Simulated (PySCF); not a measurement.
AlBr3, triplet, geometry from GFN2-xTB (such geometries of metal compounds can be far from the true shape) (a higher spin typed on purpose: for a closed-shell molecule this is an excited state).

Here is a job for PySCF.
```python
from pyscf import gto, scf, dft

mol = gto.Mole()
mol.atom = '''
    Al   -0.515061    0.183924   -0.325663
    Br   -1.738680   -1.861575    0.199490
    Br    0.497540    2.304776   -0.984240
    Br    1.432449   -0.511516    0.905710
'''
mol.basis = '3-21g'
mol.charge = 0
mol.spin = 2
mol.verbose = 4
mol.build()

mf = dft.UKS(mol)
mf.xc = 'r2scan'
mf.kernel()
```

Question: What total energy does R2SCAN/3-21G (PySCF) give?

Answer: -7926.0886 Eh

Question: Predict the nuclear repulsion energy from R2SCAN/3-21G.

Answer: 798.8378 Eh

Question: What is the computed <S^2> (R2SCAN/3-21G)?

Answer: 2.004

Question: Estimate the dipole moment that R2SCAN/3-21G returns for this input.

Answer: 0.17 D

Question: Predict the Mulliken (on the basis functions themselves) charges in atom order from R2SCAN/3-21G.

Answer: Al1 0.58, Br2 -0.20, Br3 -0.20, Br4 -0.18

Question: Give the HOMO energy at the level R2SCAN/3-21G.

Answer: -4.77 eV

These values belong to the state on which the SCF converged, which isn't shown to be the lowest.
